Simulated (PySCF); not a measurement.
Molecule: SMILES CC[O][AlH][O]CC. Atoms near the plane z = 0.0 Å, at the GFN2-xTB optimised geometry (x, y, z in Å): Al1 (-0.3, -0.9, 0.0), H2 (-0.9, -2.3, 0.0), O3 (-1.4, 0.4, 0.0), C4 (-2.4, 1.3, 0.1), C5 (-3.5, 0.9, 1.1), H6 (-2.0, 2.3, 0.4), H7 (-2.8, 1.4, -0.9), H9 (-4.3, 1.6, 1.1), H10 (-3.9, -0.1, 0.7), O11 (1.3, -0.9, 0.0), C12 (2.7, -0.8, 0.0), C13 (3.2, 0.6, -0.3), H14 (3.1, -1.1, 1.0), H15 (3.1, -1.5, -0.8), H16 (2.8, 1.3, 0.4), H17 (4.3, 0.7, -0.3).

Method: PySCF with CAM-B3LYP/def2-SVP. Cells within 0.4 Å of a nucleus heavier than hydrogen are left out (blank, or x). The values are rescaled to run from 0 to 1.

```
|222222222222222222222222222|
|222222222222222222222222222|
|222222222222222222222222222|
|222222222222222222222222222|
|222222222222222222222222222|
|222222222222222222222222222|
|222222223322222222222222222|
|222222334642222222222222222|
|222233359993211222222222222|
|222334699992111122453222222|
|22223599x992001123999543222|
|22223699x999011114999995322|
|2222358999x99741159x9996322|
|2222475449x9999569999974322|
|222235420299999999x99633222|
|222223211299xx9xx9xx9532222|
|222222111289999999999432222|
|222222110079997002554322222|
|222221110079931001222222222|
|222211110014200001122222222|
|222211111000000011122222222|
|222211111100001111122222222|
|222221111111111111122222222|
|222221111111111111222222222|
|222222111111111111222222222|
|222222111111111112222222222|
|222222221111111222222222222|
```
Scale: ten equal steps from 0.000 (start of '0') to 1.00 (end of '9'), in the order '0123456789'; x runs from -6.50 to 6.50, y from -6.50 (bottom) to 6.50 (top).

Problem. Which quantity is mapped?
A) log10 of the electron density
B) an orbital amplitude
C) electrostatic potential
D) deformation density (molecule minus spherical neutral atoms)

Solution. C, electrostatic potential. In full: electrostatic potential (hartree/e), clipped to [-0.08, 0.12].
